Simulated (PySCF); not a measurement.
# Computed properties of C2H10OSi2, SMILES O(C)C[SiH2][SiH3]

C₂H₁₀OSi₂, SMILES C([SiH2][SiH3])OC. Geometry optimised at B3LYP-D3(BJ)/def2-SVP. One conformer was computed; it need not be the lowest. All values are computed for the isolated molecule unless a solvent is named; none is compared with measurement here.

**Structure.** All 39 harmonic modes at B3LYP-D3(BJ)/def2-SVP (PySCF) are real, so it is a minimum. With heavy atoms numbered as in [CH3:1][O:2][CH2:3][SiH2:4][SiH3:5], the shortest bond between them is C1–O2 at 1.404 Å and the longest Si4–Si5 at 2.348 Å.

**Vibrations.** The strongest infrared lines (harmonic, unscaled, degenerate partners summed) lie at 855 cm⁻¹ (204 km/mol, H 78 %, C 15 %), 790 cm⁻¹ (189 km/mol, H 60 %, C 20 %, Si 19 %), 2213 cm⁻¹ (142 km/mol, H 96 %). The softest mode is at 58 cm⁻¹ and the zero-point energy is 69.9 kcal/mol.

**Electronic structure.** PBE0/def2-TZVP (PySCF) places the frontier levels at -7.69 and 0.22 eV, a gap of 7.91 eV, and gives a dipole moment of 1.71 D and a mean polarisability of 88.5 bohr³. PBE/def2-TZVP (PySCF) at the same geometry gives -6.12 and -0.61 eV, so its gap is 2.40 eV narrower. An orbital gap is neither the optical nor the fundamental gap.

**Excitations.** TDDFT-ωB97X/def2-SVPD (PySCF) has S1 at 7.36 eV (168 nm, f = 0.015, weak); the most intense of the 10 singlets computed lies at 8.14 eV (f = 0.22). T1 (TDA) is at 6.56 eV. TDDFT-PBE/def2-SVPD (PySCF) puts S1 at 5.61 eV. No vertical singlet excitation falls in the visible range (under 3.1 eV).

**NMR.** GIAO shifts at HF/pcSseg-1 (PySCF) (non-relativistic, atoms alike by connectivity averaged): ¹³C from 54.5 to 59.9 ppm against TMS; ¹H from 3.1 to 3.9 ppm against TMS; ²⁹Si from -92.3 to -57.7 ppm against TMS.

**Solvation.** SMD-PBE0/6-31G* (PySCF) gives 1.4 kcal/mol in water, -1.8 kcal/mol in chlorobenzene, -1.8 kcal/mol in ethylethanoate (1 M in both phases, gas-phase geometry); of these solvents ethylethanoate holds the molecule best.
